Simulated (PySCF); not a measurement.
C₂H₉NO₂Si (SMILES CN(C)[SiH](O)O), singlet, at a GFN2-xTB geometry; PySCF with DF-B3LYP/STO-3G.

Input for PySCF:
```python
from pyscf import gto, scf, dft

mol = gto.Mole()
mol.atom = '''
    Si    0.511793   -0.027945    0.674497
    O     1.614849    1.132194    0.389720
    O     1.089164   -1.547941    0.677555
    N    -0.706978    0.080275   -0.543710
    C    -1.680726   -0.971219   -0.715783
    C    -1.223438    1.360209   -0.966169
    H     0.181936    0.186645    2.070191
    H     1.964199    1.286017   -0.484220
    H     1.320382   -1.996405   -0.131701
    H    -2.602460   -0.763960   -0.159068
    H    -1.270561   -1.912138   -0.360273
    H    -1.938547   -1.069724   -1.775016
    H    -2.132724    1.630934   -0.416270
    H    -1.468063    1.328975   -2.032627
    H    -0.477537    2.130995   -0.794490
'''
mol.basis = 'sto-3g'
mol.charge = 0
mol.spin = 0
mol.verbose = 4
mol.max_memory = 1800
mol.build()

mf = dft.RKS(mol)
mf.xc = 'b3lyp'
mf = mf.density_fit(auxbasis='def2-universal-jkfit')
mf.kernel()
```

Problem. Write the output that PySCF gives for this input, abridged.

Solution. 
```
PySCF version 2.14.0

[INPUT] verbose = 4
[INPUT] num. atoms = 15
[INPUT] num. electrons = 58
[INPUT] charge = 0
[INPUT] spin (= nelec alpha-beta = 2S) = 0
[INPUT] symmetry False subgroup None
[INPUT] Mole.unit = angstrom
[INPUT] Symbol           X                Y                Z      unit          X                Y                Z       unit  Magmom
[INPUT]  1 Si     0.511793000000  -0.027945000000   0.674497000000 AA    0.967148602470  -0.052808396551   1.274614601841 Bohr   0.0
[INPUT]  2 O      1.614849000000   1.132194000000   0.389720000000 AA    3.051622342528   2.139536579876   0.736464065265 Bohr   0.0
[INPUT]  3 O      1.089164000000  -1.547941000000   0.677555000000 AA    2.058221664736  -2.925184546985   1.280393384330 Bohr   0.0
[INPUT]  4 N     -0.706978000000   0.080275000000  -0.543710000000 AA   -1.335994796093   0.151697764649  -1.027462991187 Bohr   0.0
[INPUT]  5 C     -1.680726000000  -0.971219000000  -0.715783000000 AA   -3.176111830436  -1.835337916974  -1.352633834620 Bohr   0.0
[INPUT]  6 C     -1.223438000000   1.360209000000  -0.966169000000 AA   -2.311962750386   2.570422482169  -1.825794800045 Bohr   0.0
[INPUT]  7 H      0.181936000000   0.186645000000   2.070191000000 AA    0.343809212199   0.352707932519   3.912094015539 Bohr   0.0
[INPUT]  8 H      1.964199000000   1.286017000000  -0.484220000000 AA    3.711798164145   2.430219921535  -0.915043184037 Bohr   0.0
[INPUT]  9 H      1.320382000000  -1.996405000000  -0.131701000000 AA    2.495160359805  -3.772658683712  -0.248878820331 Bohr   0.0
[INPUT] 10 H     -2.602460000000  -0.763960000000  -0.159068000000 AA   -4.917936650136  -1.443675170123  -0.300594955182 Bohr   0.0
[INPUT] 11 H     -1.270561000000  -1.912138000000  -0.360273000000 AA   -2.401012314554  -3.613417132374  -0.680817300075 Bohr   0.0
[INPUT] 12 H     -1.938547000000  -1.069724000000  -1.775016000000 AA   -3.663322909597  -2.021485388874  -3.354294106721 Bohr   0.0
[INPUT] 13 H     -2.132724000000   1.630934000000  -0.416270000000 AA   -4.030264259287   3.082018587241  -0.786636293873 Bohr   0.0
[INPUT] 14 H     -1.468063000000   1.328975000000  -2.032627000000 AA   -2.774237003607   2.511398776394  -3.841108343396 Bohr   0.0
[INPUT] 15 H     -0.477537000000   2.130995000000  -0.794490000000 AA   -0.902414144346   4.026996922818  -1.501368508706 Bohr   0.0

nuclear repulsion = 340.477067516252
number of shells = 29
number of NR pGTOs = 129
number of NR cGTOs = 43
basis = sto-3g
ecp = {}

******** <class 'pyscf.df.df_jk.DFRKS'> ********
method = DFRKS
initial guess = minao
damping factor = 0
level_shift factor = 0
DIIS = <class 'pyscf.scf.diis.CDIIS'>
diis_start_cycle = 1
diis_space = 8
diis_damp = 0
SCF conv_tol = 1e-09
SCF conv_tol_grad = None
SCF max_cycles = 50
direct_scf = False
XC library pyscf.dft.libxc version 7.1.2
    S. Lehtola, C. Steigemann, M. J. T. Oliveira, and M. A. L. Marques,  SoftwareX 7, 1–5 (2018)
XC functionals = b3lyp
    P. J. Stephens, F. J. Devlin, C. F. Chabalowski, and M. J. Frisch,  J. Phys. Chem. 98, 11623 (1994)
radial grids:
    Treutler-Ahlrichs [JCP 102, 346 (1995); DOI:10.1063/1.469408] (M4) radial grids

becke partition: Becke, JCP 88, 2547 (1988); DOI:10.1063/1.454033
pruning grids: <function nwchem_prune>
grids dens level: 3
symmetrized grids: False
atomic radii adjust function: <function treutler_atomic_radii_adjust>
small_rho_cutoff = 0
Set gradient conv threshold to 3.16228e-05
Initial guess from minao.
tot grids = 177760
******** <class 'pyscf.df.df.DF'> ********
auxbasis = def2-universal-jkfit
init E= -569.880798125566
  HOMO = -0.269624106615683  LUMO = 0.0886265789931216  gap/eV = 9.74850
cycle= 1 E= -568.985495246581  delta_E= 0.895  |g|= 0.785  |ddm|= 4.67
  HOMO = 0.0328944959303813  LUMO = 0.30651121770244  gap/eV = 7.44549
cycle= 2 E= -569.037234768665  delta_E= -0.0517  |g|= 0.712  |ddm|=  2.2
  HOMO = -0.0948749669339909  LUMO = 0.272698323586855  gap/eV = 10.00218
cycle= 3 E= -569.198530501208  delta_E= -0.161  |g|= 0.0578  |ddm|= 1.12
  HOMO = -0.11826531133113  LUMO = 0.265980118257435  gap/eV = 10.45585
cycle= 4 E= -569.199452317957  delta_E= -0.000922  |g|= 0.0256  |ddm|= 0.129
  HOMO = -0.111955947978988  LUMO = 0.267039538950492  gap/eV = 10.31299
cycle= 5 E= -569.199650884824  delta_E= -0.000199  |g|= 0.00353  |ddm|= 0.0421
  HOMO = -0.112155492841229  LUMO = 0.267474202077779  gap/eV = 10.33025
cycle= 6 E= -569.199654821457  delta_E= -3.94e-06  |g|= 0.000826  |ddm|= 0.00581
  HOMO = -0.112150196727002  LUMO = 0.267514339869453  gap/eV = 10.33120
cycle= 7 E= -569.199655037402  delta_E= -2.16e-07  |g|= 7.51e-05  |ddm|= 0.00125
  HOMO = -0.112149672264  LUMO = 0.267498591281875  gap/eV = 10.33076
cycle= 8 E= -569.199655039576  delta_E= -2.17e-09  |g|= 8.99e-06  |ddm|= 0.000145
  HOMO = -0.112149306187973  LUMO = 0.267500106506683  gap/eV = 10.33079
cycle= 9 E= -569.199655039607  delta_E= -3.08e-11  |g|= 1.74e-06  |ddm|= 1.97e-05
  HOMO = -0.112149610828618  LUMO = 0.267499847515622  gap/eV = 10.33079
Extra cycle  E= -569.199655039609  delta_E= -1.25e-12  |g|= 1.07e-06  |ddm|= 5.01e-06
converged SCF energy = -569.199655039609
```
